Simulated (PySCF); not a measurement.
Job for PySCF: R-B3LYP/3-21G on C2H6S (SMILES CSC).

```python
from pyscf import gto, scf, dft, mp
from pyscf.data.elements import chemcore

mol = gto.M(
    atom='''
    C     1.56008720   -0.64847500    2.64860351
    S    -0.21289618   -0.38274859    2.44371035
    C    -0.48910883    0.89144739    3.69118652
    H     1.76332770   -1.06317209    3.63431575
    H     1.86142579   -1.35698636    1.88006721
    H     2.08590257    0.29343365    2.50133945
    H    -0.30063631    0.48774552    4.68436843
    H    -1.53101821    1.19246495    3.60600413
    H     0.15423142    1.74505331    3.48423038
    ''',
    basis='3-21g',
    charge=0, spin=0, verbose=3, max_memory=1800)
mf = dft.RKS(mol, xc='b3lyp')
mf.conv_tol = 1e-8
mf.max_cycle = 100
mf.kernel()
if not mf.converged:
    mf = mf.newton().run(mf.mo_coeff, mf.mo_occ)
```

It printed:

```
converged SCF energy = -475.615856799783
```

The calculation finished and met its thresholds.

Cost: very roughly 0.8 core-seconds.
